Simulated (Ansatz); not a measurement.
## Nudged elastic band run: C₂H₇BFNSi

The input (input.yaml):

```yaml
crystal:
  periodic: [false, false, false]
  atoms:
    - { symbol: C, position_ang: [-1.259276, -1.430332, -0.34821] }
    - { symbol: C, position_ang: [-0.408622, -0.418473, -0.099971] }
    - { symbol: Si, position_ang: [1.436997, -0.734616, -0.205283] }
    - { symbol: "N", position_ang: [-0.858346, 0.854973, 0.232938] }
    - { symbol: B, position_ang: [-0.06121, 1.975362, 0.508183] }
    - { symbol: F, position_ang: [-0.648495, 3.127668, 0.812241] }
    - { symbol: H, position_ang: [-0.89107, -2.427482, -0.608874] }
    - { symbol: H, position_ang: [-2.351317, -1.296192, -0.299168] }
    - { symbol: H, position_ang: [2.091956, 0.120119, -1.250754] }
    - { symbol: H, position_ang: [1.584076, -2.180636, -0.577288] }
    - { symbol: H, position_ang: [2.12244, -0.482947, 1.105975] }
    - { symbol: H, position_ang: [-1.881902, 0.958533, 0.274411] }
    - { symbol: H, position_ang: [1.145171, 1.899123, 0.470599] }
basis:
  gaussian: { orbitals: "6-31G*" }
hamiltonian:
  xc: lda
neb:
  order_check: false
  images: 4
  f_tol: 0.03
  max_iterations: 60
  initial_path: idpp
  climbing: false
  final_atoms:
    - { symbol: C, position_ang: [-1.12599124, -1.12310699, -0.04250832] }
    - { symbol: C, position_ang: [-0.06581742, -0.30618918, -0.16550616] }
    - { symbol: Si, position_ang: [1.63734089, -1.01093477, -0.47188233] }
    - { symbol: "N", position_ang: [-0.16222829, 1.08561291, -0.02632419] }
    - { symbol: B, position_ang: [-1.08427502, 1.80793579, 0.74963305] }
    - { symbol: F, position_ang: [-1.01816847, 3.13697052, 0.72176688] }
    - { symbol: H, position_ang: [-1.00364326, -2.21035425, -0.09807788] }
    - { symbol: H, position_ang: [-2.13927599, -0.73446369, 0.13026781] }
    - { symbol: H, position_ang: [2.28035593, -0.25929955, -1.60728633] }
    - { symbol: H, position_ang: [1.51824361, -2.46195428, -0.82609909] }
    - { symbol: H, position_ang: [2.53021071, -0.8460231, 0.72538252] }
    - { symbol: H, position_ang: [0.55736692, 1.63024908, -0.5164831] }
    - { symbol: H, position_ang: [-1.90371637, 1.25665752, 1.44191614] }
```

Command:

```bash
$ ansatz run input.yaml --threads 2 --pin off --max-ram 3072MiB --backend cpu --events-out ev --progress --plain --runs-dir out
```

Output, in part (warnings, iteration lines, the closing report on the highest movable image, with atoms numbered from 0):

```
NEB end point (image 0): max|allowed force component| = 7.516e-3 eV/Å (the criterion of neb.relax_end_points is 1.000e-2)
NEB end point (image 5): max|allowed force component| = 6.887e-3 eV/Å (the criterion of neb.relax_end_points is 1.000e-2)
NEB iter   1: max|band force component| = 1.340e0 eV/Å  barrier→ = 0.4234 eV  barrier← = 0.2492 eV  Δτ_max = 0.0785 Å  (174 SCF iters)
NEB iter   2: max|band force component| = 6.471e-1 eV/Å  barrier→ = 0.3858 eV  barrier← = 0.2116 eV  Δτ_max = 0.1040 Å  (125 SCF iters)
NEB iter   3: max|band force component| = 4.591e-1 eV/Å  barrier→ = 0.3876 eV  barrier← = 0.2134 eV  Δτ_max = 0.0426 Å  (123 SCF iters)
NEB iter   4: max|band force component| = 1.358e-1 eV/Å  barrier→ = 0.3648 eV  barrier← = 0.1906 eV  Δτ_max = 0.0371 Å  (125 SCF iters)
NEB iter   5: max|band force component| = 5.668e-2 eV/Å  barrier→ = 0.3620 eV  barrier← = 0.1879 eV  Δτ_max = 0.1255 Å  (129 SCF iters)
NEB iter   6: max|band force component| = 6.491e-2 eV/Å  barrier→ = 0.3593 eV  barrier← = 0.1851 eV  Δτ_max = 0.0295 Å  (124 SCF iters)
NEB iter   7: max|band force component| = 4.506e-2 eV/Å  barrier→ = 0.3588 eV  barrier← = 0.1847 eV  Δτ_max = 0.0486 Å  (128 SCF iters)
NEB iter   8: max|band force component| = 4.695e-2 eV/Å  barrier→ = 0.3589 eV  barrier← = 0.1847 eV  Δτ_max = 0.0113 Å  (126 SCF iters)
NEB iter   9: max|band force component| = 2.517e-2 eV/Å  barrier→ = 0.3589 eV  barrier← = 0.1847 eV  Δτ_max = 0.0000 Å  (251 SCF iters)
Total energy: -14860.34311036 eV, -546.1075366035 hartree
Atom 0 at    -1.087219    -1.426039     0.094555 Å, force    -0.003761     0.022679     0.008501 eV/Å
Atom 1 at    -0.277736    -0.407572    -0.215967 Å, force     0.008883    -0.008238     0.003201 eV/Å
Atom 2 at     1.459188    -0.632419    -0.868477 Å, force     0.005558    -0.002224    -0.012685 eV/Å
Atom 3 at    -0.682552     0.940277    -0.001506 Å, force     0.001732     0.017860    -0.001456 eV/Å
Atom 4 at    -0.477706     1.673971     1.172434 Å, force    -0.007176    -0.025602     0.001137 eV/Å
Atom 5 at    -0.860355     2.950136     1.205083 Å, force    -0.008897     0.009309    -0.000478 eV/Å
Atom 6 at    -0.773653    -2.467033    -0.054212 Å, force     0.004109    -0.003082     0.010178 eV/Å
Atom 7 at    -2.090358    -1.244587     0.507782 Å, force     0.008301    -0.002245     0.010870 eV/Å
Atom 8 at     1.618570     0.109649    -2.166086 Å, force    -0.001058    -0.002665    -0.005865 eV/Å
Atom 9 at     1.766466    -2.087241    -1.082427 Å, force    -0.002586    -0.001028    -0.007059 eV/Å
Atom 10 at     2.432860    -0.043268     0.111752 Å, force    -0.001706    -0.004474    -0.008570 eV/Å
Atom 11 at    -1.049571     1.429713    -0.826565 Å, force     0.022698     0.007372    -0.008404 eV/Å
Atom 12 at     0.042466     1.169512     2.138435 Å, force    -0.026097    -0.007663     0.010629 eV/Å
Dipole moment:    -0.149776    -0.265486    -0.277505 e Å
```

The forces met the threshold. No image climbed, so the highest image needn't sit at the top of the path.

Final band (atoms are numbered from 1 in the order of the input):

```
image  path coordinate (Å)  energy (kJ/mol)  dihedral C1–C2–N4–H12 (°)
    0                 0.00              0.0                          0
    1                 1.17             10.3                        -20
    2                 2.35             28.1                        -51
    3                 3.52             34.6                        -98
    4                 4.69             23.0                       -133
    5                 5.86             16.8                       -155
```

Run time: 39 s on 2 threads of Intel(R) Xeon(R) Platinum 8488C (Sapphire Rapids), on a shared host, peak memory 0.16 GiB.
